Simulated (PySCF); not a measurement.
Run times: zirconium in x2c-SVPall-2c with one added diffuse shell each of s, p, d type

Measured wall times of calculations with PySCF 2.14 in x2c-SVPall-2c with one added diffuse shell each of s, p, d type (7s9p7d1f, 76 functions), with two-component X2C-1e, run from one Python driver. Hardware: 1 thread of Neoverse-V2 on a shared host, 1.3 GiB allowed. The two-electron integrals over 76 functions were computed once and kept in memory (2.2 CPU seconds with the set-up); the times below exclude them.

Launch command (the driver calls PySCF for each step listed in the task file):

```bash
OMP_NUM_THREADS=1 python sorun2.py TASK.json OUT
```

| species | step | iterations | wall time (s) |
| --- | --- | --- | --- |
| Zr [Kr] 4d2 5s2 | GHF, spin-free | 14 | 2.3 |
| Zr [Kr] 4d2 5s2 | GMP2 (12 electrons), spin-free |  | 0.57 |
| Zr [Kr] 4d2 5s2 | GMP2 (12 electrons), screened spin-orbit |  | 0.35 |
| Zr [Kr] 4d2 5s1 5p1 | GHF, spin-free | 11 | 1.9 |
| Zr [Kr] 4d2 5s1 5p1 | GMP2 (12 electrons), spin-free |  | 0.35 |
| Zr [Kr] 4d2 5s1 5p1 | GHF, screened spin-orbit | 13 | 2.1 |
| Zr [Kr] 4d2 5s1 5p1 | GMP2 (12 electrons), screened spin-orbit |  | 0.35 |

Problem. Roughly how long does GHF, screened spin-orbit take for Zr [Kr] 4d2 5s2 here?

Solution. About 3.8 s.

Peak memory of the process: 0.24 GiB. Times on a shared host vary from run to run.
